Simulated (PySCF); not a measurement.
## Calculated data, BH$_{5}$OSi$_{2}$, H$_{5}$O$_{2}$Si$_{2}$, ClH$_{5}$OSi$_{2}$, FH$_{4}$OSi$_{2}$ and others

All values are calculated (PySCF 2.14.0). Calculation on a computer-drawn molecule: the log of a Hartree-Fock and frozen-core CCSD(T) single point meant for a local Hartree-Fock minimum, with one planted fault or none, to be diagnosed. Offsets are logged minus clean, where the clean run is the same molecule without the fault. The reference is restricted for singlets and unrestricted otherwise, and also for a bond in bohr or an excited solution. Adding or removing an electron swaps singlet and doublet. The excited solution moves the top pair (singlet) or top alpha electron (doublet) to the lowest empty orbital. Highest occupied and lowest empty are orbital energies over both spins, largest force is the largest gradient component, triples share is (T) over the correlation energy, the T1 limit is 0.02 restricted and 0.045 unrestricted, electrons count all cores, a negative frequency is imaginary (commonest isotopes), and the dipole is about the centre of nuclear charge.

Common to all runs: meant charge 0; meant basis cc-pV(D+d)Z; logged SCF converged yes; possible faults no fault, one electron removed, one electron added, multiplicity raised by two, geometry at a saddle point, SCF held on an excited solution, minimal basis STO-3G, one bond length entered in bohr, all coordinates scaled.

(1) 
```xyz
9
formula=BH5OSi2 meant_multiplicity=1 logged_electrons=46 logged_basis_functions=99 logged_spin_squared=0 logged_highest_occupied=-7.7898 logged_lowest_empty=1.4775 logged_largest_force=1.379e-05 logged_lowest_frequency=86.581 logged_T1_diagnostic=0.020395 logged_D1_diagnostic=0.076284 logged_triples_share=0.028623 logged_CC_converged=yes logged_dipole_magnitude=2.8307 logged_SCF_stable_within_its_kind=yes logged_energy_HF=-680.28696 logged_energy_CCSD(T)=-680.81154 planted_fault=no_fault HF_energy_offset_from_clean_run=0 CCSD(T)_energy_offset_from_clean_run=0
O      1.2936    -0.8712     1.2115
Si    -0.4118    -0.8275     1.3765
B     -0.3907     1.1490     0.9627
Si     1.6275     1.2851     0.7924
H      1.8756    -1.5956     1.3893
H     -1.0090    -1.7579     0.3913
H     -0.7687    -1.3063     2.7330
H     -1.2755     1.9442     0.8561
H      1.5377     0.9995    -0.6965
```

Units: logged_highest_occupied, logged_lowest_empty in eV; logged_largest_force in hartree/bohr; logged_lowest_frequency in cm⁻¹; logged_dipole_magnitude in debye; logged_energy_HF, logged_energy_CCSD(T) in hartree; HF_energy_offset_from_clean_run, CCSD(T)_energy_offset_from_clean_run in kcal/mol.

Drawn bonds:
| atom | other atom | order |
| --- | --- | --- |
| 1 | 2 | 1 |
| 2 | 3 | 1 |
| 3 | 4 | 1 |
| 1 | 5 | 1 |
| 2 | 6 | 1 |
| 2 | 7 | 1 |
| 3 | 8 | 1 |
| 4 | 9 | 1 |

Notes: T1 above single-reference limit.

(2) 
```xyz
9
formula=H5O2Si2 meant_multiplicity=2 logged_electrons=49 logged_basis_functions=99 logged_spin_squared=3.7639 logged_highest_occupied=-3.2002 logged_lowest_empty=-2.2422 logged_largest_force=0.13215 logged_T1_diagnostic=0.078966 logged_D1_diagnostic=0.54171 logged_triples_share=0.030642 logged_CC_converged=yes logged_dipole_magnitude=4.8873 logged_SCF_stable_within_its_kind=yes logged_energy_HF=-730.31429 logged_energy_CCSD(T)=-730.92408 planted_fault=multiplicity_raised_by_two HF_energy_offset_from_clean_run=185.5 CCSD(T)_energy_offset_from_clean_run=180.5
O     -2.1590    -1.2196     0.0709
Si    -0.7336    -0.6471     0.6471
O     -0.0283     0.3857    -0.4098
Si    -0.0030     1.8295    -1.2019
H     -2.1588    -1.7947    -0.6794
H      0.2209    -1.7472     0.8668
H     -1.0633     0.0544     1.8953
H     -0.4775     2.9140    -0.3066
H      1.3845     2.1034    -1.6419
```

Units: logged_highest_occupied, logged_lowest_empty in eV; logged_largest_force in hartree/bohr; logged_dipole_magnitude in debye; logged_energy_HF, logged_energy_CCSD(T) in hartree; HF_energy_offset_from_clean_run, CCSD(T)_energy_offset_from_clean_run in kcal/mol.

Drawn bonds:
| atom | other atom | order |
| --- | --- | --- |
| 1 | 2 | 1 |
| 2 | 3 | 1 |
| 3 | 4 | 1 |
| 1 | 5 | 1 |
| 2 | 6 | 1 |
| 2 | 7 | 1 |
| 4 | 8 | 1 |
| 4 | 9 | 1 |

Notes: T1 above single-reference limit.

(3) 
```xyz
9
formula=ClH5OSi2 meant_multiplicity=1 logged_electrons=59 logged_basis_functions=108 logged_spin_squared=0.7573 logged_highest_occupied=1.4694 logged_lowest_empty=8.2905 logged_largest_force=0.065682 logged_T1_diagnostic=0.014089 logged_D1_diagnostic=0.062026 logged_triples_share=0.024784 logged_CC_converged=yes logged_dipole_magnitude=1.2851 logged_SCF_stable_within_its_kind=yes logged_energy_HF=-1115.16835 logged_energy_CCSD(T)=-1115.77867 planted_fault=one_electron_added HF_energy_offset_from_clean_run=46.74 CCSD(T)_energy_offset_from_clean_run=32.72
O     -0.1792    -0.4690    -2.5467
Si    -1.3576    -0.6343    -1.3952
Si    -0.8647     0.6615     0.5192
Cl    -2.3432     0.2855     1.9465
H      0.6513    -0.9056    -2.4325
H     -1.5055    -2.0484    -0.9782
H     -2.6119    -0.1566    -2.0051
H     -0.8717     2.1131     0.2497
H      0.4330     0.2959     1.1266
```

Units: logged_highest_occupied, logged_lowest_empty in eV; logged_largest_force in hartree/bohr; logged_dipole_magnitude in debye; logged_energy_HF, logged_energy_CCSD(T) in hartree; HF_energy_offset_from_clean_run, CCSD(T)_energy_offset_from_clean_run in kcal/mol.

Drawn bonds:
| atom | other atom | order |
| --- | --- | --- |
| 1 | 2 | 1 |
| 2 | 3 | 1 |
| 3 | 4 | 1 |
| 1 | 5 | 1 |
| 2 | 6 | 1 |
| 2 | 7 | 1 |
| 3 | 8 | 1 |
| 3 | 9 | 1 |

Notes: highest electron not bound in this basis.

(4) 
```xyz
8
formula=FH4OSi2 meant_multiplicity=2 logged_electrons=49 logged_basis_functions=32 logged_spin_squared=0.7522 logged_highest_occupied=-5.8374 logged_lowest_empty=5.9115 logged_largest_force=0.046134 logged_T1_diagnostic=0.013414 logged_D1_diagnostic=0.071439 logged_triples_share=0.02641 logged_CC_converged=yes logged_dipole_magnitude=1.2189 logged_SCF_stable_within_its_kind=yes logged_energy_HF=-745.38895 logged_energy_CCSD(T)=-745.54382 planted_fault=minimal_basis_STO-3G HF_energy_offset_from_clean_run=5757 CCSD(T)_energy_offset_from_clean_run=6036
O     -0.5804    -0.7359     1.2380
Si     1.0520    -1.0127     1.2447
Si     1.4503    -2.1319    -0.7917
F      3.0341    -2.5039    -0.8929
H     -0.9751    -0.2596     1.9534
H      1.4553    -1.8707     2.3827
H      1.8058     0.2595     1.3568
H      1.1211    -1.3304    -1.9936
```

Units: logged_highest_occupied, logged_lowest_empty in eV; logged_largest_force in hartree/bohr; logged_dipole_magnitude in debye; logged_energy_HF, logged_energy_CCSD(T) in hartree; HF_energy_offset_from_clean_run, CCSD(T)_energy_offset_from_clean_run in kcal/mol.

Drawn bonds:
| atom | other atom | order |
| --- | --- | --- |
| 1 | 2 | 1 |
| 2 | 3 | 1 |
| 3 | 4 | 1 |
| 1 | 5 | 1 |
| 2 | 6 | 1 |
| 2 | 7 | 1 |
| 3 | 8 | 1 |

(5) 
```xyz
7
formula=ClH3OSi2 meant_multiplicity=1 logged_electrons=56 logged_basis_functions=98 logged_spin_squared=0 logged_highest_occupied=-8.654 logged_lowest_empty=0.064886 logged_largest_force=1.706e-05 logged_lowest_frequency=55.968 logged_T1_diagnostic=0.014572 logged_D1_diagnostic=0.041921 logged_triples_share=0.025575 logged_CC_converged=yes logged_dipole_magnitude=2.2411 logged_SCF_stable_within_its_kind=yes logged_energy_HF=-1114.0277 logged_energy_CCSD(T)=-1114.58954 planted_fault=no_fault HF_energy_offset_from_clean_run=0 CCSD(T)_energy_offset_from_clean_run=0
O     -2.2487    -0.3730    -0.2454
Si    -0.7402    -0.2236     0.4297
Si     0.0546     1.9961    -0.0954
Cl     1.8991     1.7348     0.9120
H     -2.7257    -1.1835    -0.1444
H     -0.7974    -0.4154     1.9016
H      0.1885    -1.2456    -0.1175
```

Units: logged_highest_occupied, logged_lowest_empty in eV; logged_largest_force in hartree/bohr; logged_lowest_frequency in cm⁻¹; logged_dipole_magnitude in debye; logged_energy_HF, logged_energy_CCSD(T) in hartree; HF_energy_offset_from_clean_run, CCSD(T)_energy_offset_from_clean_run in kcal/mol.

Drawn bonds:
| atom | other atom | order |
| --- | --- | --- |
| 1 | 2 | 1 |
| 2 | 3 | 1 |
| 3 | 4 | 1 |
| 1 | 5 | 1 |
| 2 | 6 | 1 |
| 2 | 7 | 1 |

(6) 
```xyz
7
formula=ClH3OSi2 meant_multiplicity=1 logged_electrons=56 logged_basis_functions=35 logged_spin_squared=0 logged_highest_occupied=-6.2714 logged_lowest_empty=4.5025 logged_largest_force=0.052457 logged_T1_diagnostic=0.011011 logged_D1_diagnostic=0.035187 logged_triples_share=0.020123 logged_CC_converged=yes logged_dipole_magnitude=2.5325 logged_SCF_stable_within_its_kind=yes logged_energy_HF=-1101.38849 logged_energy_CCSD(T)=-1101.52818 planted_fault=minimal_basis_STO-3G HF_energy_offset_from_clean_run=7931 CCSD(T)_energy_offset_from_clean_run=8196
O     -2.2487    -0.3730    -0.2454
Si    -0.7402    -0.2236     0.4297
Si     0.0546     1.9961    -0.0954
Cl     1.8991     1.7348     0.9120
H     -2.7257    -1.1835    -0.1444
H     -0.7974    -0.4154     1.9016
H      0.1885    -1.2456    -0.1175
```

Units: logged_highest_occupied, logged_lowest_empty in eV; logged_largest_force in hartree/bohr; logged_dipole_magnitude in debye; logged_energy_HF, logged_energy_CCSD(T) in hartree; HF_energy_offset_from_clean_run, CCSD(T)_energy_offset_from_clean_run in kcal/mol.

Drawn bonds:
| atom | other atom | order |
| --- | --- | --- |
| 1 | 2 | 1 |
| 2 | 3 | 1 |
| 3 | 4 | 1 |
| 1 | 5 | 1 |
| 2 | 6 | 1 |
| 2 | 7 | 1 |

(7) 
```xyz
7
formula=FH3O2Si meant_multiplicity=1 logged_electrons=42 logged_basis_functions=80 logged_spin_squared=0.8033 logged_highest_occupied=-10.11 logged_lowest_empty=2.1921 logged_largest_force=0.0098206 logged_T1_diagnostic=0.045615 logged_D1_diagnostic=0.24375 logged_triples_share=0.024249 logged_CC_converged=yes logged_dipole_magnitude=1.8045 logged_SCF_stable_within_its_kind=yes logged_energy_HF=-539.90071 logged_energy_CCSD(T)=-540.58144 planted_fault=one_bond_length_entered_in_bohr,row_5_of_the_drawn_bonds HF_energy_offset_from_clean_run=79.37 CCSD(T)_energy_offset_from_clean_run=83.48
O     -2.7465    -1.9901     0.0518
Si    -2.1786    -1.7507     1.5586
O     -0.6051    -2.1238     1.6022
F     -2.4153    -0.1976     1.9056
H     -3.5324    -1.5463    -0.2302
H     -3.4659    -3.2138     3.5028
H     -0.0359    -1.8489     0.8984
```

Units: logged_highest_occupied, logged_lowest_empty in eV; logged_largest_force in hartree/bohr; logged_dipole_magnitude in debye; logged_energy_HF, logged_energy_CCSD(T) in hartree; HF_energy_offset_from_clean_run, CCSD(T)_energy_offset_from_clean_run in kcal/mol.

Drawn bonds:
| atom | other atom | order |
| --- | --- | --- |
| 1 | 2 | 1 |
| 2 | 3 | 1 |
| 2 | 4 | 1 |
| 1 | 5 | 1 |
| 2 | 6 | 1 |
| 3 | 7 | 1 |

Notes: T1 above single-reference limit.

(8) 
```xyz
7
formula=H3NOSi2 meant_multiplicity=1 logged_electrons=46 logged_basis_functions=89 logged_spin_squared=2.0072 logged_highest_occupied=-6.2417 logged_lowest_empty=1.0292 logged_largest_force=0.031826 logged_T1_diagnostic=0.020635 logged_D1_diagnostic=0.077003 logged_triples_share=0.030235 logged_CC_converged=yes logged_dipole_magnitude=4.847 logged_SCF_stable_within_its_kind=yes logged_energy_HF=-708.89044 logged_energy_CCSD(T)=-709.44001 planted_fault=multiplicity_raised_by_two HF_energy_offset_from_clean_run=28.92 CCSD(T)_energy_offset_from_clean_run=43.72
O     -0.7751    -0.7391    -1.3540
Si    -0.5165     0.7869    -0.8861
N      0.3320     1.2177     0.3389
Si     1.4399     1.5819     1.5560
H     -1.3104    -0.9204    -2.1129
H     -1.2086     1.7043    -1.7938
H      0.4799     1.6379     2.7493
```

Units: logged_highest_occupied, logged_lowest_empty in eV; logged_largest_force in hartree/bohr; logged_dipole_magnitude in debye; logged_energy_HF, logged_energy_CCSD(T) in hartree; HF_energy_offset_from_clean_run, CCSD(T)_energy_offset_from_clean_run in kcal/mol.

Drawn bonds:
| atom | other atom | order |
| --- | --- | --- |
| 1 | 2 | 1 |
| 2 | 3 | 2 |
| 3 | 4 | 1 |
| 1 | 5 | 1 |
| 2 | 6 | 1 |
| 4 | 7 | 1 |

(9) 
```xyz
7
formula=BFH3OSi meant_multiplicity=2 logged_electrons=39 logged_basis_functions=80 logged_spin_squared=0.7733 logged_highest_occupied=-8.3985 logged_lowest_empty=1.0959 logged_largest_force=1.241e-05 logged_lowest_frequency=113.39 logged_T1_diagnostic=0.019769 logged_D1_diagnostic=0.07982 logged_triples_share=0.022448 logged_CC_converged=yes logged_dipole_magnitude=0.63087 logged_SCF_stable_within_its_kind=yes logged_energy_HF=-489.71537 logged_energy_CCSD(T)=-490.29558 planted_fault=no_fault HF_energy_offset_from_clean_run=0 CCSD(T)_energy_offset_from_clean_run=0
O     -1.7126     2.1880    -0.1655
Si    -1.3566     1.1160    -1.3731
B      0.1033    -0.2228    -1.0449
F      0.4520    -0.5380     0.2067
H     -1.7256     1.8713     0.7259
H     -1.2646     1.8971    -2.6216
H      0.6038    -0.8581    -1.9319
```

Units: logged_highest_occupied, logged_lowest_empty in eV; logged_largest_force in hartree/bohr; logged_lowest_frequency in cm⁻¹; logged_dipole_magnitude in debye; logged_energy_HF, logged_energy_CCSD(T) in hartree; HF_energy_offset_from_clean_run, CCSD(T)_energy_offset_from_clean_run in kcal/mol.

Drawn bonds:
| atom | other atom | order |
| --- | --- | --- |
| 1 | 2 | 1 |
| 2 | 3 | 1 |
| 3 | 4 | 1 |
| 1 | 5 | 1 |
| 2 | 6 | 1 |
| 3 | 7 | 1 |

(10) 
```xyz
9
formula=H5O2Si2 meant_multiplicity=2 logged_electrons=49 logged_basis_functions=99 logged_spin_squared=0.7777 logged_highest_occupied=-1.9937 logged_lowest_empty=-1.6146 logged_largest_force=0.074241 logged_dipole_magnitude=2.3382 logged_SCF_stable_within_its_kind=no logged_energy_HF=-730.35909
O      0.6568     2.5520    -2.5992
Si     0.7741     2.4165    -0.9635
O      0.2060     0.9615    -0.4585
Si    -1.0193    -0.0793    -0.1179
H      1.0603     1.8966    -3.1513
H      2.1901     2.4954    -0.5292
H     -2.2471     0.6712     0.2223
H     -0.6247    -0.9218     1.0280
H     -1.2833    -0.9389    -1.2907
```

Units: logged_highest_occupied, logged_lowest_empty in eV; logged_largest_force in hartree/bohr; logged_dipole_magnitude in debye; logged_energy_HF in hartree.

Drawn bonds:
| atom | other atom | order |
| --- | --- | --- |
| 1 | 2 | 1 |
| 2 | 3 | 1 |
| 3 | 4 | 1 |
| 1 | 5 | 1 |
| 2 | 6 | 1 |
| 4 | 7 | 1 |
| 4 | 8 | 1 |
| 4 | 9 | 1 |

Notes: coupled-cluster numbers left out as unreliable.

Question: Which fault was planted in the run of H$_{5}$O$_{2}$Si$_{2}$ (entry 10)?
Answer: SCF held on an excited solution

Further results for H$_{5}$O$_{2}$Si$_{2}$ (entry 10):

| Quantity | Value |
| --- | --- |
| HF energy offset from clean run | 154 kcal/mol |
